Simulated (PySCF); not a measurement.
Multinuclear NMR of C6H8FPSi

Bonds (- single, = double, # triple, : aromatic): F1-C2, C2:C3, C3:C4, C4:C5, C5:C6, C6:C7, C7-P8, P8-Si9, C7:C2. C3 carries H10; C4 carries H11; C5 carries H12; C6 carries H13; P8 carries H14; Si9 carries H15, H16, H17.

Relativity neglected, rapidly exchanging positions averaged, a single conformation, no solvent. GFN2-xTB structure; shieldings: GIAO PBE0/pcSseg-1; PySCF 2.14.0 with density-fitted response routines.

Question: What are the 19F shifts?

Answer: 
| atoms | environment | σ (ppm) | δ (ppm) |
| --- | --- | --- | --- |
| F1 | aryl fluorine | 274.7 | -101.9 |

Shieldings were converted by a linear fit to measured shifts: 19F: δ = 146.13 − 0.903σ +14.6 on sp3 carbon (rms 6.0 ppm, 223 shifts, 7.0 ppm with the 5 outliers that the fit left out vs CFCl3, solution or neat liquid). Occasional misses reach two or three times the rms, and more in compound classes unlike the fitted ones.

On a 500 MHz spectrometer 19F resonates near 470.5 MHz, so 1 ppm is 470.5 Hz.

Question: Where does 31P resonate?

Answer: 
| atoms | environment | σ (ppm) | δ (ppm) |
| --- | --- | --- | --- |
| P8 | phosphorus bonded to C, Si, H | 499.7 | -143.8 |

Shieldings were converted by a linear fit to measured shifts: 31P (scatter 18.1 ppm rms vs H3PO4, solution or neat liquid). A few per cent of atoms miss by over 2 rms, more outside the fitted compound classes.

On a 600 MHz spectrometer 31P resonates near 242.9 MHz, so 1 ppm is 242.9 Hz.

Question: Predict the 29Si NMR data.

Answer: 
```json
{"atoms": "Si9", "environment": "silicon bonded to P, 3 H", "σ (ppm)": "428.1", "δ (ppm)": "-71.9"}
```

Shieldings were converted by a linear fit to measured shifts: 29Si: δ = 279.94 − 0.822σ (rms 8.9 ppm, 72 shifts, 25.8 ppm with the 6 outliers that the fit left out vs TMS, solution or neat liquid). A few per cent of atoms miss by over 2 rms, more outside the fitted compound classes.

On a 600 MHz spectrometer 29Si resonates near 119.2 MHz, so 1 ppm is 119.2 Hz.
